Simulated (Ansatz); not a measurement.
Born–Oppenheimer molecular dynamics of BFH2O2 (6 atoms, charge 0, multiplicity 1). It starts from a relaxed structure.

These are results of RKS PBE-D4/6-31G* (Ansatz), not measurements.

| Quantity | Value |
| --- | --- |
| ensemble | NVT, Langevin thermostat |
| time step | 0.5 fs |
| steps asked | 300 |
| set temperature | 400 K |
| friction | 0.005 /fs |
| seed | 932307 |

First frame:

```xyz
6
Properties=species:S:1:pos:R:3
B 0.052 -0.203 0.050
F -0.201 0.176 1.318
O 1.355 -0.247 -0.362
H 1.397 -0.535 -1.294
O -0.976 -0.537 -0.804
H -1.837 -0.452 -0.354
```

Q: How far do the bonds stretch over the last three quarters of this one trajectory? (Pairs bonded in most of those frames.)

A: 
```csv
bond,mean (Å),spread (Å),shortest,longest
B1–F2,1.346,0.016,1.31,1.39
B1–O3,1.368,0.014,1.35,1.40
B1–O5,1.380,0.021,1.34,1.42
O3–H4,0.979,0.017,0.94,1.01
O5–H6,0.978,0.019,0.94,1.01
```

Mean temperature of the second half: 257 K. The mean temperature of the second half is 36 % below the set value. A run of 0.15 ps of so small a system gives no equilibrium averages.

Time of the run: 3.9 min on 1 thread of Intel(R) Xeon(R) Platinum 8488C (Sapphire Rapids), on a shared host, peak memory 0.12 GiB.
